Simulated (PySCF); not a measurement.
# Spinor energies of Tb⁵⁴⁺ (terbium, charge +54)

Start: [Ne] 3s1; 3s1/2 filled at m_j = +1/2. Calculated with PySCF 2.14 in an uncontracted even-tempered set (18 s from 15 bohr⁻², ratio 2.4; 14 p from 20 bohr⁻², ratio 2.4; 4 d from 63 bohr⁻², ratio 2.6; 4 f from 95 bohr⁻², ratio 2.6): generalised Hartree-Fock with the X2C-1e Hamiltonian and a Gaussian nucleus; one run each with spin-orbit coupling (SO) switched off, then screened by Boettger's factors.

| spinor shell | electrons | ε, spin-free (eV) | ε, screened SO (eV) | weight of nominal j (screened SO) | rms radius, screened SO (bohr) |
| --- | --- | --- | --- | --- | --- |
| 1s1/2 | 2 | -56464.3 | -56456.7 | 1.000 | 0.0244 |
| 2s1/2 | 2 | -12722.6 | -12720.7 | 1.000 | 0.0970 |
| 2p1/2 | 2 | -11774.0 | -12320.2 | 1.000 | 0.0829 |
| 3s1/2 | 1 | -5219.8 | -5219.5 | 1.000 | 0.231 |

Problem. Where does 2p3/2 lie, and what is the 2p spin-orbit splitting (screened SO)?

Solution. At -11542.9 eV, 777.24 eV above 2p1/2.

| quantity | spin-free | screened SO |
| --- | --- | --- |
| E (hartree) | -8505.10907 | -8511.61864 |
| M_J | 1/2 | 1/2 |
| ⟨J²⟩ | 0.750 | 0.750 |
| ⟨L²⟩ | 0.000 | 0.019 |
| ⟨S²⟩ | 0.750 | 0.769 |

Each row is a mean over spinors that exchange with the open shell spreads, by up to 13.694 eV (2s1/2).

Breit and QED terms are absent; they matter most for the inner s and p1/2 levels.

Densities and radii are taken from the X2C orbitals without a picture-change correction, which distorts them close to the nucleus.

Without spin-orbit coupling the j labels of p, d and f shells carry no meaning; the spin-free column gives the mean over the occupied spinors of each nl shell.
